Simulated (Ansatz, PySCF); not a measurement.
Complex: H2O (SMILES O) (first 3 atoms) with Si2H6 (SMILES [SiH3][SiH3]); geometry from B3LYP-D3(BJ)/def2-TZVP, rigid monomers moved along the line of their centres of mass till O1···Si5 is 4.33 Å.
(charge 0, multiplicity 1):
```xyz
11

O      0.5559     0.4866     1.3738
H      1.0048    -0.3071     1.0631
H     -0.2550     0.5437     0.8567
Si    -1.1918    -1.2438     4.9486
Si    -0.0299     0.6683     5.6620
H     -2.2584    -0.8944     3.9770
H     -1.8428    -1.9380     6.0898
H     -0.2786    -2.2186     4.3008
H     -0.5791     1.8862     5.0239
H      1.4139     0.5511     5.3556
H     -0.1723     0.8216     7.1338
```

Counterpoise-corrected where a basis set is named; no monomer relaxation. Rows marked so take none.

Rows in 3-21G, 6-31G* carry no dispersion term and start afresh at each structure (6-31G* with six Cartesian d functions).

The values were computed with Ansatz (Gaussian basis) for Hartree–Fock, density functionals and correlated methods; PySCF for 3-21G rows, 6-31G* rows, the dispersion terms. 

### Question
One of these levels gives -4.4 kJ/mol for the interaction energy. Name it.
A. B3LYP/6-31G*
B. HF/3-21G (no counterpoise)
C. B3LYP-D3(BJ)/def2-TZVPPD

### Answer
C, B3LYP-D3(BJ)/def2-TZVPPD. The others give -8.4 (HF/3-21G (no counterpoise)), -2.9 (B3LYP/6-31G*)

Ansatz is a first-principles code.
